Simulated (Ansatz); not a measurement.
`C[S][Ge][S]C` + HCl → `C[S][Ge][Cl]` + CH₃SH at 298.15 K and 1 bar (ligand exchange at a Ge–S bond).

Isolated molecules relaxed with PBE0-D4/def2-TZVP in Ansatz; ΔE leaves out vibrations. CCSD(T)/CBS is the MP2 limit (def2-TZVPP, def2-QZVPP) plus CCSD(T) − MP2 in def2-TZVPP, frozen cores. This one scheme is used for every species. For Ge outer-core shells are correlated without core-valence functions, which leaves a few kJ/mol of doubt a bond. Scalar relativity is left out up to krypton. Each species was taken in one conformer, which may not be the lowest.

```tsv
species	CCSD(T)/CBS energy (Eh)	H − E (kJ/mol)	S (J/(mol·K))
`C[S][Ge][S]C`	-2951.42794	230.7	390.6
HCl	-460.38127	26.6	186.8
`C[S][Ge][Cl]`	-2973.58695	124.8	354.2
CH₃SH	-438.22835	133.0	253.2
```

H − E and S are ideal-gas, rigid-rotor, harmonic terms from PBE0-D4/def2-TZVP, for one conformer and one mirror image of each species. 1 Eh = 2625.50 kJ/mol, R = 8.31446 J/(mol·K).

Q: By hand: ΔE, ΔH, ΔS and ΔG.

A: ΔE = (-2973.58695) + (-438.22835) − (-2951.42794) − (-460.38127) = -0.00609 Eh = -16.0 kJ/mol. Δ(H − E) = 124.8 + 133.0 − 230.7 − 26.6 = 0.5, so ΔH = -15.5 kJ/mol. ΔS = 354.2 + 253.2 − 390.6 − 186.8 = 30.0 J/(mol·K). ΔG = -15.5 − 298.15 × (30.0)/1000 = -24.4 kJ/mol.

Q: By hand: the equilibrium constant, and the temperature at which ΔG would vanish if ΔH and ΔS stayed fixed.

A: log₁₀ K = −ΔG/(RT ln 10) = 4.3. ΔH and −TΔS have one sign here, so there is no such temperature.

TΔS isn't small against ΔH here. A doubt of 5 kJ/mol in ΔE shifts log₁₀ K by 0.9 here. Other conformers and mirror images would add mixing entropy, several J/(mol·K) or more a flexible species. Modes under 60 cm⁻¹, often nearly free rotors, make the harmonic entropy too high. These are equilibria of isolated gas molecules and say nothing of rates. Largest T1 diagnostic: 0.014 (customary marks: 0.02 for closed shells, 0.045 for open ones).
